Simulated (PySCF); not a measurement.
PySCF input file for C₅H₉N, SMILES CC(C)=C=CN, TDA-PBE0/def2-SVPD. Geometry optimised at ωB97X-D3(BJ)/def2-SVP. The structure was generated by enumeration, and PubChem lists no compound with its InChIKey, so it may never have been made. One conformer was computed; it need not be the lowest.

```python
import numpy as np
from pyscf import gto, scf, dft, tdscf

mol = gto.M(
    atom='''
    C    -1.88248720   -1.08549270   -0.20173563
    C    -0.94918279    0.08920915    0.00073529
    C    -1.58523481    1.35019285    0.54675986
    C     0.33451214    0.02258566   -0.28726155
    C     1.62118514    0.00326472   -0.57016126
    N     2.67438454   -0.27198811    0.32204168
    H    -2.69110891   -0.81870483   -0.90406436
    H    -1.35042687   -1.96149401   -0.59798096
    H    -2.36381511   -1.36648788    0.75094358
    H    -0.84722209    2.15514171    0.66755071
    H    -2.05567316    1.15349039    1.52565917
    H    -2.38349819    1.70295482   -0.12898954
    H     1.95017649    0.28321008   -1.57996014
    H     2.36435100   -0.71139326    1.18354543
    H     3.42377001   -0.81135832   -0.10101576
    ''',
    basis='def2-SVPD',
    charge=0,
    spin=0,
    max_memory=1600,
    verbose=4,
)
mf = dft.RKS(mol, xc='pbe0').density_fit(auxbasis='def2-universal-jkfit')
mf.grids.level = 3
mf.conv_tol = 1e-9
mf.max_cycle = 100
mf.kernel()
mf.grids = dft.Grids(mol).set(level=1).build(with_non0tab=True)  # coarser grid for the response kernel
td = tdscf.TDA(mf)
td.singlet = True
td.nstates = 10
td.conv_tol = 1e-4
td.positive_eig_threshold = 1e-6
td.kernel(x0=td.get_init_guess(mf, 15))
td.analyze()
tt = tdscf.TDA(mf)
tt.singlet = False
tt.nstates = 4
tt.conv_tol = 1e-4
tt.positive_eig_threshold = 1e-6
tt.kernel(x0=tt.get_init_guess(mf, 9))
tt.analyze(verbose=3)
```

It prints:

```
PySCF version 2.14.0

[INPUT] verbose = 4
[INPUT] num. atoms = 15
[INPUT] num. electrons = 46
[INPUT] charge = 0
[INPUT] spin (= nelec alpha-beta = 2S) = 0
[INPUT] symmetry False subgroup None
[INPUT] Mole.unit = angstrom
[INPUT] Symbol           X                Y                Z      unit          X                Y                Z       unit  Magmom
[INPUT]  1 C     -1.882487200000  -1.085492700000  -0.201735630000 AA   -3.557385240999  -2.051283913215  -0.381225090267 Bohr   0.0
[INPUT]  2 C     -0.949182790000   0.089209150000   0.000735290000 AA   -1.793695515251   0.168580861305   0.001389496722 Bohr   0.0
[INPUT]  3 C     -1.585234810000   1.350192850000   0.546759860000 AA   -2.995659634027   2.551494701846   1.033226391306 Bohr   0.0
[INPUT]  4 C      0.334512140000   0.022585660000  -0.287261550000 AA    0.632136329942   0.042680711743  -0.542845655618 Bohr   0.0
[INPUT]  5 C      1.621185140000   0.003264720000  -0.570161260000 AA    3.063595911815   0.006169426673  -1.077448628237 Bohr   0.0
[INPUT]  6 N      2.674384540000  -0.271988110000   0.322041680000 AA    5.053854332371  -0.513983037038   0.608570575895 Bohr   0.0
[INPUT]  7 H     -2.691108910000  -0.818704830000  -0.904064360000 AA   -5.085458811277  -1.547127905559  -1.708434039380 Bohr   0.0
[INPUT]  8 H     -1.350426870000  -1.961494010000  -0.597980960000 AA   -2.551936935554  -3.706686473875  -1.130020242104 Bohr   0.0
[INPUT]  9 H     -2.363815110000  -1.366487880000   0.750943580000 AA   -4.466963167009  -2.582287845738   1.419077701200 Bohr   0.0
[INPUT] 10 H     -0.847222090000   2.155141710000   0.667550710000 AA   -1.601017716782   4.072627591527   1.261488016159 Bohr   0.0
[INPUT] 11 H     -2.055673160000   1.153490390000   1.525659170000 AA   -3.884659274019   2.179780924418   2.883077990731 Bohr   0.0
[INPUT] 12 H     -2.383498190000   1.702954820000  -0.128989540000 AA   -4.504158797497   3.218118212308  -0.243754903534 Bohr   0.0
[INPUT] 13 H      1.950176490000   0.283210080000  -1.579960140000 AA    3.685299460666   0.535189486916  -2.985691952329 Bohr   0.0
[INPUT] 14 H      2.364351000000  -0.711393260000   1.183545430000 AA    4.467975852342  -1.344338428262   2.236576718681 Bohr   0.0
[INPUT] 15 H      3.423770010000  -0.811358320000  -0.101015760000 AA    6.469987632399  -1.533245013687  -0.190892120665 Bohr   0.0

nuclear repulsion = 214.280144763801
number of shells = 84
number of NR pGTOs = 270
number of NR cGTOs = 192
basis = def2-SVPD
ecp = {}


[settings echo left out]
init E= -250.662762028048
  HOMO = -0.25374737792071  LUMO = -0.0644617660487987  gap/eV = 5.15072
cycle= 1 E= -250.129601578322  delta_E= 0.533  |g|= 0.394  |ddm|= 7.34
  HOMO = -0.158656363651875  LUMO = 0.0302366622875883  gap/eV = 5.14004
cycle= 2 E= -250.118795866533  delta_E= 0.0108  |g|= 0.45  |ddm|= 1.99
  HOMO = -0.215423878026181  LUMO = 0.00840010157008697  gap/eV = 6.09056
cycle= 3 E= -250.173107803015  delta_E= -0.0543  |g|= 0.0769  |ddm|= 1.08
  HOMO = -0.217827554058551  LUMO = 0.009647996366974  gap/eV = 6.18993
cycle= 4 E= -250.174325086173  delta_E= -0.00122  |g|= 0.0345  |ddm|= 0.209
  HOMO = -0.216325767170099  LUMO = 0.00983347888063468  gap/eV = 6.15411
cycle= 5 E= -250.174603695176  delta_E= -0.000279  |g|= 0.00845  |ddm|= 0.0839
  HOMO = -0.216640081891207  LUMO = 0.0100198201041883  gap/eV = 6.16773
cycle= 6 E= -250.174619194406  delta_E= -1.55e-05  |g|= 0.00245  |ddm|= 0.0164
  HOMO = -0.21659350016244  LUMO = 0.00994223468341238  gap/eV = 6.16435
cycle= 7 E= -250.174620559742  delta_E= -1.37e-06  |g|= 0.000604  |ddm|= 0.00675
  HOMO = -0.216635442482374  LUMO = 0.00994519358533053  gap/eV = 6.16557
cycle= 8 E= -250.174620642064  delta_E= -8.23e-08  |g|= 0.000237  |ddm|= 0.00169
  HOMO = -0.21662276057997  LUMO = 0.00994856701742775  gap/eV = 6.16532
cycle= 9 E= -250.174620656663  delta_E= -1.46e-08  |g|= 3.82e-05  |ddm|= 0.000532
  HOMO = -0.216622612997479  LUMO = 0.00994886073455525  gap/eV = 6.16532
cycle= 10 E= -250.174620657047  delta_E= -3.84e-10  |g|= 7.25e-06  |ddm|= 0.000145
  HOMO = -0.216622967276305  LUMO = 0.00994852385719058  gap/eV = 6.16532
Extra cycle  E= -250.174620657046  delta_E= 1.14e-13  |g|= 8.59e-06  |ddm|= 5.56e-05
converged SCF energy = -250.174620657046
tot grids = 53272
Overwritten attributes  positive_eig_threshold  of <class 'pyscf.tdscf.rks.TDA'>


******** <class 'pyscf.tdscf.rks.TDA'> for <class 'pyscf.df.df_jk.DFRKS'> ********
nstates = 10 singlet
deg_eia_thresh = 1.000e-03
wfnsym = None
conv_tol = 0.0001
eigh lindep = 1e-12
eigh level_shift = 0
eigh max_cycle = 100


Excitation energies (eV)
[4.62055269 5.63225774 6.17183013 6.28655101 6.36784813 6.50496621
 6.58617015 6.98515983 7.11042801 7.39188293]

** Singlet excitation energies and oscillator strengths **
Excited State   1:      4.62055 eV    268.33 nm  f=0.0002
      23 -> 24        0.68954
      23 -> 25       -0.11476
Excited State   2:      5.63226 eV    220.13 nm  f=0.0152
      23 -> 24       -0.13647
      23 -> 25       -0.63242
      23 -> 27       -0.25801
Excited State   3:      6.17183 eV    200.89 nm  f=0.0111
      22 -> 24        0.22589
      22 -> 25        0.22112
      22 -> 26       -0.41334
      22 -> 29       -0.10110
      23 -> 25       -0.17536
      23 -> 26       -0.29831
      23 -> 27        0.28673
Excited State   4:      6.28655 eV    197.22 nm  f=0.0137
      22 -> 24        0.16402
      22 -> 25        0.22216
      22 -> 26       -0.28478
      23 -> 25        0.17246
      23 -> 27       -0.53990
Excited State   5:      6.36785 eV    194.70 nm  f=0.0005
      22 -> 24       -0.39684
      22 -> 25       -0.18868
      22 -> 26       -0.44090
      22 -> 27       -0.11911
      23 -> 26        0.25495
Excited State   6:      6.50497 eV    190.60 nm  f=0.0993
      22 -> 24       -0.13153
      22 -> 25       -0.30370
      23 -> 26       -0.31875
      23 -> 27       -0.17000
      23 -> 28        0.46245
      23 -> 29        0.15151
Excited State   7:      6.58617 eV    188.25 nm  f=0.0845
      22 -> 25        0.29145
      23 -> 26        0.32629
      23 -> 28        0.51519
      23 -> 29       -0.12966
Excited State   8:      6.98516 eV    177.50 nm  f=0.4426
      22 -> 24        0.38253
      22 -> 25       -0.38684
      22 -> 26       -0.11497
      22 -> 27        0.30298
      23 -> 26        0.18201
      23 -> 29       -0.20614
Excited State   9:      7.11043 eV    174.37 nm  f=0.0089
      23 -> 29       -0.21646
      23 -> 30        0.64867
Excited State  10:      7.39188 eV    167.73 nm  f=0.5014
      22 -> 24        0.12355
      22 -> 28       -0.14893
      23 -> 26        0.21929
      23 -> 29        0.55498
      23 -> 30        0.20662

** Transition electric dipole moments (AU) **
state          X           Y           Z        Dip. S.      Osc.
  1         0.0443     -0.0022      0.0100      0.0021      0.0002
  2         0.1828      0.2454      0.1277      0.1099      0.0152
  3        -0.1343      0.2309      0.0422      0.0731      0.0111
  4         0.1524     -0.2553     -0.0270      0.0891      0.0137
  5        -0.0426     -0.0123      0.0356      0.0032      0.0005
  6        -0.7695      0.1765     -0.0064      0.6234      0.0993
  7         0.7078      0.1442      0.0399      0.5234      0.0845
  8         1.6003     -0.1592     -0.0169      2.5865      0.4426
  9        -0.1314     -0.1834     -0.0033      0.0509      0.0089
 10         1.6441     -0.1911     -0.1710      2.7688      0.5014

** Transition velocity dipole moments (imaginary part, AU) **
state          X           Y           Z        Dip. S.      Osc.
  1         0.0078      0.0228      0.0012      0.0006      0.0023
  2         0.0178      0.0325      0.0142      0.0016      0.0051
  3        -0.0098      0.0564      0.0130      0.0034      0.0101
  4         0.0160     -0.0517     -0.0155      0.0032      0.0091
  5        -0.0075     -0.0198      0.0082      0.0005      0.0015
  6        -0.1093      0.0542      0.0182      0.0152      0.0425
  7         0.1121      0.0418      0.0052      0.0143      0.0395
  8         0.2614     -0.0313      0.0243      0.0699      0.1816
  9        -0.0219     -0.0357      0.0037      0.0018      0.0045
 10         0.2628     -0.0503     -0.0294      0.0725      0.1779

** Transition magnetic dipole moments (imaginary part, AU) **
state          X           Y           Z
  1         0.7826     -0.0177     -0.4268
  2         0.0644      0.0733     -0.0260
  3        -0.5353      0.0325     -0.2769
  4        -0.2576      0.0010      0.4076
  5        -0.4176     -0.0145      0.0304
  6        -0.0324     -0.4667     -0.2908
  7         0.0209      0.4904     -0.2136
  8        -0.0267     -0.0764     -0.0828
  9         0.1479     -0.2731      0.3302
 10        -0.0093      0.3073      0.1334


******** <class 'pyscf.tdscf.rks.TDA'> for <class 'pyscf.df.df_jk.DFRKS'> ********
nstates = 4 triplet
deg_eia_thresh = 1.000e-03
wfnsym = None
conv_tol = 0.0001
eigh lindep = 1e-12
eigh level_shift = 0
eigh max_cycle = 100


Excitation energies (eV)
[4.13559527 4.28429305 4.39173736 5.48315037]

** Triplet excitation energies and oscillator strengths **
Excited State   1:      4.13560 eV    299.80 nm  f=0.0000
Excited State   2:      4.28429 eV    289.39 nm  f=0.0000
Excited State   3:      4.39174 eV    282.31 nm  f=0.0000
Excited State   4:      5.48315 eV    226.12 nm  f=0.0000
```

The run converged.
